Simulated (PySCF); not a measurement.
PySCF 2.14 output of an unrestricted PBE0 calculation on a single atom or ion in aug-cc-pwCVDZ, with no relativity, point nucleus:

```
SCF conv_tol = 1e-09
number electrons alpha = 9  beta = 6
    C. Adamo and V. Barone.,  J. Chem. Phys. 110, 6158 (1999)
    M. Ernzerhof and G. E. Scuseria.,  J. Chem. Phys. 110, 5029 (1999)
cycle= 1 E= -340.869650403526  delta_E= -0.00429  |g|= 0.0106  |ddm|= 0.367
cycle= 2 E= -340.869768530827  delta_E= -0.000118  |g|= 0.00232  |ddm|= 0.0388
cycle= 3 E= -340.86977906019  delta_E= -1.05e-05  |g|= 0.000544  |ddm|= 0.0158
cycle= 4 E= -340.869780223717  delta_E= -1.16e-06  |g|= 0.000169  |ddm|= 0.00565
cycle= 5 E= -340.869780350793  delta_E= -1.27e-07  |g|= 7.28e-05  |ddm|= 0.00166
cycle= 6 E= -340.86978038919  delta_E= -3.84e-08  |g|= 8.64e-06  |ddm|= 0.00132
cycle= 7 E= -340.869780389762  delta_E= -5.73e-10  |g|= 4.08e-07  |ddm|= 0.000191
converged SCF energy = -340.869780389762  <S^2> = 3.7543763  2S+1 = 4.0021876
```

The run itself started from symmetry-adapted Hartree-Fock orbitals and held the occupation by maximum overlap, on a logarithmic radial grid, so the iterations belong to that start.

Problem. Which element, charge and spin multiplicity is this?

Solution. P (phosphorus, neutral), multiplicity 4; the state was [Ne] 3s2 3p2 4s1, high-spin 4P determinant (an excited configuration).

The outer electron is Rydberg-like, and this basis confines it to a smaller radius and binds it less than a complete one would.
